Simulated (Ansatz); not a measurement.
ClFH2NNbO (`[NH2][Nb](=[O])([F])[Cl]`) from Hartree–Fock to CCSD(T)

```tsv
atom	x (Å)	y (Å)	z (Å)
N1	-0.444	-0.568	0.975
Nb2	0.193	0.298	-0.645
O3	0.497	-0.983	-1.696
F4	-1.122	1.431	-1.345
Cl5	2.134	1.462	-0.202
H6	-0.728	-0.073	1.810
H7	-0.529	-1.566	1.102
```

Total charge 0; spin multiplicity 1. Correlated methods include outer-core shells of Nb, which these sets cover unevenly. Nb: def2 effective core potential. The structure was optimised at the PBE0-D4/def2-TZVP level. It is one conformer, not always the lowest. Frozen core, restricted reference, Ansatz.

```tsv
basis	HF (Eh)	MP2 corr.	CCSD corr.	(T)	CCSD(T) total
def2-SVP	-745.65905	?	-1.01044	-0.04201	?
def2-TZVPP	-746.12974	?	-1.34868	?	?
def2-QZVPP	-746.15773	?	–	–	–
```

Q: Fill in the withheld values. (Best estimate.)

A: Computed: def2-SVP MP2 corr.: -1.02874; def2-SVP CCSD(T) total: -746.71150; def2-TZVPP MP2 corr.: -1.37275; def2-TZVPP (T): -0.06925; def2-TZVPP CCSD(T) total: -747.54767; def2-QZVPP MP2 corr.: -1.49644.
